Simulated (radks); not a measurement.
Question: These are the eigenvalues of the occupied orbitals of an atom or ion with whole-number occupations (eV). Calculated with a radial shooting solver on a logarithmic mesh with Libxc functionals: scalar-relativistic Kohn-Sham, PBEsol, spin-unpolarised, spherical densities, finite nucleus; Fermi nuclear charge, rms radius of each element as measured or else 0.836 A^(1/3) + 0.57 fm.

1s: -70291.59
2s: -12839.46
2p: -11338.66
3s: -3618.072
3p: -3173.140
3d: -2661.844
4s: -1361.049
4p: -1205.864
4d: -1012.519
4f: -804.0168

Which element is it, and in what charge state? The configuration may be excited.

Answer: Z = 74, tungsten, charge +26: W26+ in [Kr] 4d10 4f2. The list shows which subshells hold electrons but not how many an open one holds; the 1s level, -2583.2 hartree, gives Z - s = 71.9 by -(Z - s)^2/2, which with screening and relativity narrows Z to a few neighbours, and the depths of the outer levels then fix element, charge and occupations together.
